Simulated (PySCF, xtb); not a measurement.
Sn(Cl)3(OSiH3) (Cl3H3OSiSn), SMILES [O]([SiH3])[Sn]([Cl])([Cl])[Cl]. One conformer was computed; it need not be the lowest.

Harmonic wavenumbers (cm⁻¹) from GFN2-xTB (xtb) at its own minimum, in rising order: 20, 56, 67, 87, 88, 90, 137, 148, 242, 329, 335, 338, 597, 604, 738, 786, 814, 864, 2248, 2264, 2288.

Problem. What does B3LYP-D3(BJ)/def2-SVP (PySCF) give at its own minimum? (An estimate is asked for; the answer gives what the named calculation found.)

Solution. 19, 62, 66, 98, 104, 119, 157, 180, 353, 395, 398, 489, 724, 728, 938, 952, 960, 1001, 2226, 2227, 2251. Paired by order, the mean absolute difference is 72 cm⁻¹ and the zero-point energies are 18.8 and 20.7 kcal/mol.
